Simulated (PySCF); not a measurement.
Cartesian coordinates in Å; atom numbers follow the order of the lines, from 1:
```xyz
23

C    -2.2960   -0.3577    0.8148
C    -1.3761    0.0914   -0.3171
C    -1.9602   -0.3131   -1.6663
C     0.0552   -0.4338   -0.1388
C     0.6626   -0.0744    1.2275
N     2.0899   -0.3091    1.1512
Si    2.7340   -0.2058   -0.4539
C     1.0325    0.0428   -1.2318
H    -3.3245   -0.0020    0.6481
H    -1.9722    0.0244    1.7940
H    -2.3319   -1.4587    0.8774
H    -1.3174    1.1970   -0.2901
H    -1.3666    0.0748   -2.5068
H    -1.9994   -1.4114   -1.7626
H    -2.9872    0.0673   -1.7808
H     0.0165   -1.5395   -0.1882
H     0.4123    0.9824    1.4687
H     0.2067   -0.6930    2.0192
H     2.6023   -0.2923    2.0219
H     3.6687    0.9428   -0.7026
H     3.4609   -1.4421   -0.8931
H     0.8859    1.1189   -1.4351
H     0.8905   -0.4911   -2.1823
```

Geometry: PBE0-D3(BJ)/def2-SVP; GIAO shifts from PySCF, gas phase, non-relativistic, averaged over equivalent atoms.

At PBE/pcSseg-1 (218 basis functions, 2.9 min wall time on 1 thread of an AMD EPYC, shared host):
| atoms | δ (ppm) |
| --- | --- |
| C5 | 56.6 |
| C4 | 51.6 |
| C2 | 39.9 |
| C3 | 24.5 |
| C1 | 23.9 |
| C8 | 16.4 |
| N6 | 29.8 |
| Si7 | -21.6 |
| H20 | 5.20 |
| H21 | 5.19 |
| H18 | 3.48 |
| H17 | 2.75 |
| H16 | 1.36 |
| H23 | 1.26 |
| H12 | 1.12 |
| H13/H14/H15 | 1.06 |
| H9/H10/H11 | 0.88 |
| H22 | 0.55 |
| H19 | -0.14 |

Chemical shifts δ = σref − σ; $^{13}$C (σref 180.03), $^{29}$Si (σref 334.61), $^{1}$H (σref 31.20) against TMS; $^{15}$N (σref 265.06) against NH3, all at this level.

Q: Estimate the result of repeating the calculation with PBE0/pcSseg-1.

A: 
| atoms | δ at PBE0/pcSseg-1 | change |
| --- | --- | --- |
| C5 | 53.7 | -2.9 |
| C4 | 48.3 | -3.3 |
| C2 | 37.1 | -2.8 |
| C3 | 23.8 | -0.7 |
| C1 | 23.1 | -0.8 |
| C8 | 14.8 | -1.6 |
| N6 | 22.6 | -7.2 |
| Si7 | -19.6 | +2.0 |
| H20 | 4.95 | -0.25 |
| H21 | 4.95 | -0.24 |
| H18 | 3.28 | -0.20 |
| H17 | 2.54 | -0.21 |
| H16 | 1.24 | -0.12 |
| H23 | 1.12 | -0.14 |
| H12 | 0.97 | -0.15 |
| H13/H14/H15 | 1.03 | -0.03 |
| H9/H10/H11 | 0.86 | -0.02 |
| H22 | 0.44 | -0.11 |
| H19 | -0.14 | +0.00 |

References, each an isolated molecule treated in the same way: $^{13}$C (σ = 184.41 ppm) and $^{29}$Si (σ = 351.99 ppm) and $^{1}$H (σ = 31.27 ppm) vs TMS; $^{15}$N (σ = 265.67 ppm) against NH3.

The largest change is at N6 (nitrogen bonded to C, Si, H, in a 5-membered ring). Cost: 218 basis functions, 95 s wall time on 1 thread of an AMD EPYC, shared host. The order of the carbon signals is the same at both levels.

Experimental scales use liquid or dissolved standards, which lie at an offset from isolated NH3 (liquid NH3: subtract about 20 ppm).
